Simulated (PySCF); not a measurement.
## MTl cations for M along the chalcogens

MP2 with double-zeta basis sets in PySCF, for the lowest determinant that a PBE0 search found; no spin–orbit coupling. De refers to high-spin ground-configuration atoms (the charge goes to the atom of lower measured ionisation energy or higher electron affinity, which is not always the lowest computed limit).

| M | basis | reference, frozen orbitals | charged atom | state (unpaired electrons) | Re (Å) | ωe (cm⁻¹) | De (eV) |
| --- | --- | --- | --- | --- | --- | --- | --- |
| O | cc-pVDZ-PP/cc-pVDZ | UHF, 5 | Tl+ | triplet (π ↑↑) | 3.093 | 112 | n/a |
| S | cc-pVDZ-PP/cc-pV(D+d)Z | UHF, 9 | Tl+ | triplet (π ↑↑) | 3.299 | 103 | n/a |
| Se | def2-SVP | UHF, 13 | Tl+ | triplet (π ↑↑) | 3.343 | 78.8 | n/a |
| Te | cc-pVDZ-PP | UHF, 8 | Tl+ | triplet (π ↑↑) | 3.478 | 69.0 | n/a |

The shortest bond is that of TlO⁺ (3.093 Å), the longest that of TlTe⁺ (3.478 Å).

The rows differ in basis set, which adds steps of its own.

Down a group the atoms grow and get heavier, so bonds lengthen and wavenumbers fall; this series shows no clear exception.

Correlated steps freeze the inner cores (5 to 13 orbitals); shallow outer-core shells are correlated. These are scalar-relativistic numbers at best; spin–orbit coupling would shift them, the dissociation energy most. States were picked by a PBE0 search and need not be the measured ground states.
